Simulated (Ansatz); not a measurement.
`[In][I]` + H–F → `[F][In]` + HI  (ligand exchange at the In–I bond)

Program: Ansatz. Geometries: PBE0-D4/def2-TZVP. ΔE: electronic, gas phase. CCSD(T)/CBS adds triple-zeta CCSD(T) − MP2 to the extrapolated MP2 energy (def2 sets, frozen cores). This one scheme is used for every species. DFT in def2-TZVPP. def2 core potentials past Kr. For I, In outer-core shells are correlated without core-valence functions, which leaves a few kJ/mol of doubt a bond.

(1) Is it downhill or uphill in electronic energy at CCSD(T)/CBS, and by how much? (Estimate.)

(2) What do these levels give: BLYP-D4, BHLYP-D4, PBE0, r2SCAN0, LC-ωPBE, SCS-MP2/def2-QZVPP? (Best estimate.)

(3) What do rigid-rotor, harmonic-oscillator terms from PBE0-D4/def2-TZVP frequencies (298.15 K, 1 bar) make of the CCSD(T)/CBS value? (An estimate is asked.)

Largest T1 diagnostic among the species: 0.018.

## Answers

(1) Ansatz gave: Uphill: ΔE = +17.8 kcal/mol.

(2) Computed: BLYP-D4 13.3, BHLYP-D4 19.1, PBE0 18.0, r2SCAN0 18.4, LC-ωPBE 13.3, SCS-MP2/def2-QZVPP 17.7 kcal/mol.

(3) Ansatz gave: ΔZPE = -2.1 kcal/mol, ΔH = +15.5 kcal/mol, ΔS = 2 J/(mol·K), ΔG = +15.4 kcal/mol.

From PBE to PBE0 (25 % exact exchange), in def2-TZVPP and without D4, ΔE moves by +3.1 kcal/mol. The D4 term adds +1.2 kcal/mol with B3LYP and +0.6 kcal/mol with PBE0; it sums over pairs of atoms, weighted by their polarisabilities, and B3LYP, whose exchange is more repulsive, gets the larger term.

B3LYP here is the variant with VWN-RPA as its local correlation; programs differ in this.
